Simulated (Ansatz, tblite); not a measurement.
Cost and result up the ladder for Li₂Cl₂⁺ (the lowest doublet isomer of a short search) (4 atoms). The state is a doublet with charge 1. Geometry: PBE-D4/def2-TZVP.

Cartesian coordinates in Å:
```
Li 1.345 0.960 -0.915
Li -1.344 -0.964 0.912
Cl 0.908 -0.410 0.900
Cl -0.909 0.414 -0.897
```

Ansatz on 4 threads of Arm Neoverse N1 on a shared host; xTB runs through tblite on one thread. Times are rough, summed over both states, and most runs start from the orbitals of an earlier one. PBE-QIDH/def2-TZVP serves as the yardstick here, not as an exact answer. Differences are given only for rows in sets of like size (and for xTB, whose basis is part of the method), since another set adds its own error. The other state is a quartet at its own geometry, which has other bonds, so the gap mixes isomer and spin.

The xTB rows come from tblite. B3LYP takes the VWN-RPA correlation. Correlated methods freeze 10 core orbitals; core or outer-core shells of Li are correlated, in sets that lack core-valence functions. In the doublet, Cl3 and Cl4 lie 2.68 Å apart (atoms count from 1), so these atoms are partly bonded to each other. In the quartet geometry the species has come apart into loosely held pieces. In the quartet, Cl3 and Cl4 lie 2.42 Å apart (atoms count from 1), so these atoms are partly bonded to each other. The structure comes from a short search, and lower isomers may exist.

Run but left out: HF/def2-TZVPP, MP2/def2-TZVPP, CCSD/def2-TZVPP, CCSD(T)/def2-TZVPP (flagged by the program: other roots).

Correlated methods converge slowly with the basis.

xTB has no spin-polarisation term.

| level | functions | wall time | quartet − doublet (eV) | difference from PBE-QIDH/def2-TZVP (eV) |
| --- | --- | --- | --- | --- |
| GFN1-xTB | 26 | 0.008 s | 6.39 | -0.55 |
| GFN2-xTB | 26 | 0.008 s | 6.08 | -0.86 |
| HF/STO-3G | 28 | 0.4 s | 7.30 | – |
| MP2/def2-TZVP | 102 | 2.1 s | 7.10 | 0.16 |
| PBE-D4/def2-TZVP | 102 | 3.3 s | 5.84 | -1.10 |
| BLYP-D4/def2-TZVP | 102 | 3.5 s | 5.63 | -1.31 |
| RPA@PBE/def2-TZVP | 102 | 4.5 s | 5.87 | -1.07 |
| B3LYP-D4/def2-TZVP | 102 | 4.7 s | 6.11 | -0.83 |
| PBE-QIDH/def2-TZVP | 102 | 6.9 s | 6.94 | 0.00 |
| CAM-B3LYP-D4/def2-TZVP | 102 | 7 s | 6.64 | -0.30 |
| r2SCAN-D4/def2-TZVP | 102 | 12 s | 6.31 | -0.63 |
| PBE0-D4/def2-TZVP (with forces) | 102 | 14 s | 6.31 | -0.63 |
| ωB97X-V/def2-TZVP | 102 | 33 s | 7.09 | 0.15 |
